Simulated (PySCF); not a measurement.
## Shifts of the heteroatoms

Atoms are numbered as in `[NH2:1][Si:2]([SiH3:3])([SiH3:4])[SiH2:5][OH:6]`; H(Xn) means a hydrogen on atom n.

Computed data (PySCF 2.14): geometry from GFN2-xTB, GIAO PBE0/pcSseg-1 shieldings. No relativistic terms, gas phase, a single conformation, rapidly exchanging positions averaged.

Q: What are the ²⁹Si shifts?

A: 
```tsv
atoms	environment	σ (ppm)	δ (ppm)
Si5	silicon bonded to O, Si, 2 H	376.7	-29.7
Si2	silicon bonded to N, 3 Si	401.0	-49.7
Si3/Si4	silicon bonded to Si, 3 H	461.8	-99.6
```

Shieldings were converted by a linear fit to measured shifts: ²⁹Si (scatter 8.9 ppm rms, 25.8 ppm with the 6 outliers that the fit left out vs TMS, solution or neat liquid). Occasional misses reach two or three times the rms, and more in compound classes unlike the fitted ones.

On a 400 MHz spectrometer ²⁹Si resonates near 79.5 MHz, so 1 ppm is 79.5 Hz.

Q: What are the ¹⁵N shifts?

A: 
| atoms | environment | σ (ppm) | δ (ppm) |
| --- | --- | --- | --- |
| N1 | nitrogen bonded to Si, 2 H | 275.3 | -401.8 |

Shieldings were converted by a linear fit to measured shifts: ¹⁵N (scatter 6.3 ppm rms vs CH3NO2, solution or neat liquid). Occasional misses reach two or three times the rms, and more in compound classes unlike the fitted ones.

On a 400 MHz spectrometer ¹⁵N resonates near 40.5 MHz, so 1 ppm is 40.5 Hz.

Q: Predict the ¹⁷O NMR data.

A: 
| atoms | environment | σ (ppm) | δ (ppm) |
| --- | --- | --- | --- |
| O6 | oxygen bonded to Si, H | 331.9 | -35.7 |

Shieldings were converted by a linear fit to measured shifts: ¹⁷O (scatter 10.7 ppm rms, 12.2 ppm with the 3 outliers that the fit left out vs liquid water, solution or neat liquid). Occasional misses reach two or three times the rms, and more in compound classes unlike the fitted ones.

On a 500 MHz spectrometer ¹⁷O resonates near 67.8 MHz, so 1 ppm is 67.8 Hz.
